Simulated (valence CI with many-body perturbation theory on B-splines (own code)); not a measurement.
## Sensitivity of CI+MBPT for Mo XXXVIII

Calculated by configuration interaction combined with many-body perturbation theory (CI+MBPT): three valence electrons over a frozen Dirac-Fock core [He], a basis of 6 s, 6 p, 5 d, 3 f, 1 g functions for each j, with the one-electron correlation potential Σ1 (screened to all orders), the two-electron term Σ2, the three-electron term Σ3, Breit, model QED; selected single and double excitations, second order for the rest, scaled by the run's own slope (own B-spline code, finite nucleus).

The last digits are not significant, and no measured levels were compared; by estimate large intervals hold to a few tenths of a per cent, small ones and those within an open d or f shell to about a per cent.

The reference run has the lowest level (2s^2 2p1/2) J=1/2 and an ionisation energy of 5288.53 eV. Its largest variational space holds 4194 state functions.

Levels are named by their leading jj configuration (3d3/2^4 stands for four electrons in 3d with j = 3/2), which in mixed levels can hold well under half, so a name can repeat and another be missing. Letters in brackets count levels of one name in rising energy.

Changed runs:
A. logarithmic knot step 0.27 → 0.33
B. box radius (bohr) 1.536 → 2.72
C. factor on the speed of light 1 → 100; QED terms on → off
D. correlating orbitals by l 3 3 3 2 1 → 2 2 1 1 0; natural orbitals for correlation on → off (bad on purpose)

Excitation energies of the reference run in cm⁻¹, and shifts in cm⁻¹:

```tsv
Level	Reference	A	B	C	D
(2s 2p1/2^2) J=1/2	895208	-6.8	-6.3	-359606	-1079
(2s^2 2p3/2) J=3/2	963885	-3.0	-2.2	-963794	-199
(2s 2p1/2 2p3/2) J=3/2 [a]	1605500	-9.5	-8.2	-1069872	-3181
(2s 2p1/2 2p3/2) J=5/2	1792380	-10	-8.4	-1256701	-898
(2s 2p1/2 2p3/2) J=3/2 [b]	2104260	-10	-8.4	-1134829	+3391
(2s 2p1/2 2p3/2) J=1/2	2147340	-10	-8.3		+3590
(2s 2p3/2^2) J=5/2	2723550	-12	-10	-1754121	-98
(2p1/2^2 2p3/2) J=3/2	3114880	-16	-14		+3120
(2s 2p3/2^2) J=1/2	3162790	-13	-10		+3669
(2s 2p3/2^2) J=3/2	3172490	-13	-11	-1867897	+4302
(2p1/2 2p3/2^2) J=3/2	3908590	-19	-16		+1214
(2p1/2 2p3/2^2) J=5/2	4033050	-19	-16	-2077675	+4124
Ionisation energy (eV)	5288.53	-0.00079	-0.00053	-140.32	-0.59
```

A blank means that the level has no clear partner in that run.
